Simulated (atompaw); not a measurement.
## What one change does to a pseudopotential (gallium (Ga), PAW (atompaw))

* Element: Ga (Z = 31)
* Generator: atompaw 4.2.0.5
* Type: PAW
* Functional: LDA (PW92)
* Relativity: scalar-relativistic
* Frozen core: [Ar]
* Valence charge: 13
* Reference configuration: 3d10 4s2 4p1
* Partial waves: 4s (bound): rc 1.95 bohr; 4s channel at 4.2 Ry: rc 2.25 bohr; 4p (bound): rc 2.25 bohr; 4p channel at 3.75 Ry: rc 2.25 bohr; 3d (bound): rc 0.90 bohr; 3d channel at -0.75 Ry: rc 0.90 bohr
* Local potential: bessel scheme, radius 1.95 bohr
* Core correction: smooth core density matched at 1.25 bohr
* Augmentation charge: besselshape compensation charge, radius 1.85 bohr; PAW radius 2.25 bohr; waves and projectors: modrrkj vanderbiltortho

All-electron outer shells of the reference configuration (LDA (PW92), scalar-relativistic, ld1.x):

```csv
shell,level (eV),outermost node (bohr),outermost maximum (bohr)
3s,-147.44,0.27,0.56
3p,-98.66,0.24,0.56
3d,-19.41,–,0.53
4s,-9.17,0.81,1.87
4p,-2.73,0.87,2.53
```

Change: augmentation besselshape compensation charge, radius 1.85 bohr; PAW radius 2.25 bohr; waves and projectors: custom polynom vanderbiltortho.

Cutoffs: the cutoffs (Ry, on a coarse ladder) from which the occupation-weighted sum of valence levels, in a spherical-Bessel basis at the reference potential, stays within 10 and 1 mRy of its value at 400 Ry; they do not see the model core or the augmentation charge, which bear on the density cutoff.

Task: What does the change do?

Result: The range in which the s phases agree widens (upper end 2.4 → at the end of the scan); the range in which the p phases agree widens (upper end -0.2 → at the end of the scan); neither file shows a bound ghost.

```csv
quantity,base,changed
"cutoff, loose",140 Ry,200 Ry
"cutoff, tight",300 Ry,over 300 Ry
loose cutoff by channel (10 mRy a level),"s 6 Ry, p 6 Ry, d 110 Ry","s 8 Ry, p 6 Ry, d 110 Ry"
bound ghosts,none,none
s: phases at 2.25 bohr within 0.05 rad from the reference energy up to (Ry; the scan ends near 5),2.4,to the end of the scan
p: phases at 2.25 bohr within 0.05 rad from the reference energy up to (Ry; the scan ends near 5),-0.2,to the end of the scan
d: phases at 2.25 bohr within 0.05 rad from the reference energy up to (Ry; the scan ends near 5),4.0,to the end of the scan
lowest overlap eigenvalue by channel,"s 0.15, p 0.50, d 0.01","s 0.13, p 0.51, d 1.00"
```

 The cutoffs see the waves, projectors and local potential, not the compensation charge or the core.
